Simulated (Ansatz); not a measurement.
A nudged elastic band was laid between two geometries of C2H9OSbSi (14 atoms, charge 0, multiplicity 1).

All numbers below come from RKS B3LYP-D4/def2-SVP in Ansatz.

```
movable images  : 7
climbing image  : yes
spring          : 5.0 eV/Å²
optimiser       : quadratic models (default)
start path      : through a guess of the saddle point
force threshold : 0.05 eV/Å
iteration limit : 36
end points      : relaxed
```

Image 0:

```xyz
14
Properties=species:S:1:pos:R:3
C -1.151 0.954 0.331
C -0.386 -0.255 -0.206
Si -0.373 -1.749 0.984
O 0.999 0.017 -0.392
Sb 1.595 1.185 -1.941
H -2.214 0.716 0.505
H -1.116 1.793 -0.388
H -0.711 1.307 1.277
H -0.868 -0.585 -1.153
H -1.770 -2.201 1.276
H 0.281 -1.356 2.264
H 0.375 -2.877 0.362
H 2.145 2.519 -0.978
H 3.181 0.503 -1.911
```

Image 8:

```xyz
14
Properties=species:S:1:pos:R:3
C -0.984 1.043 0.521
C -0.430 -0.207 -0.161
Si -0.426 -1.758 0.953
O 0.938 -0.065 -0.523
Sb 1.443 1.110 -2.098
H -2.034 0.906 0.828
H -0.952 1.911 -0.163
H -0.389 1.299 1.411
H -1.063 -0.434 -1.047
H 0.112 -2.919 0.190
H -1.815 -2.082 1.408
H 0.424 -1.507 2.152
H 2.204 2.363 -1.172
H 2.960 0.310 -2.271
```

What changes between the two ends?

No bond is made or broken. The dihedral O4–C2–Si3–H12 goes from -59 to 62°. The two ends are copies of one structure, up to a mirror image or an exchange of like atoms.

What energy profile does the band end with?

The run converged. The highest image is number 5 of 0 to 8, 0.138 eV above the ends, which have the same energy within 2 meV. A vibrational analysis at the climbing image gives one clearly imaginary mode, 161i cm⁻¹, and a faint second one (31i cm⁻¹) that may be numerical noise or a soft torsion: probably a first-order saddle point.

| image | path coordinate (Å) | energy (eV) | dihedral O4–C2–Si3–H12 (°) |
| --- | --- | --- | --- |
| 0 | 0.00 | 0.000 | -59 |
| 1 | 0.83 | 0.007 | -59 |
| 2 | 1.67 | 0.017 | -58 |
| 3 | 2.50 | 0.040 | -45 |
| 4 | 3.34 | 0.100 | -24 |
| 5 | 4.17 | 0.138 | 0 |
| 6 | 5.24 | 0.083 | 30 |
| 7 | 6.30 | 0.012 | 56 |
| 8 | 7.36 | 0.000 | 62 |

What is the geometry of the highest image?


```xyz
14
Properties=species:S:1:pos:R:3
C -1.228 0.975 0.433
C -0.338 -0.136 -0.126
Si -0.306 -1.708 0.992
O 1.020 0.265 -0.248
Sb 1.566 1.547 -1.724
H -2.270 0.637 0.554
H -1.238 1.850 -0.242
H -0.860 1.312 1.415
H -0.756 -0.455 -1.106
H -0.884 -2.876 0.258
H -1.129 -1.487 2.221
H 1.090 -2.032 1.394
H 3.123 1.765 -1.019
H 2.194 0.314 -2.772
```

The band took 12 iterations and roughly 11 core-minutes.

Time of the run: 5.6 min on 2 threads of Intel(R) Xeon(R) Platinum 8488C (Sapphire Rapids), with other jobs on the host, peak memory 0.41 GiB.
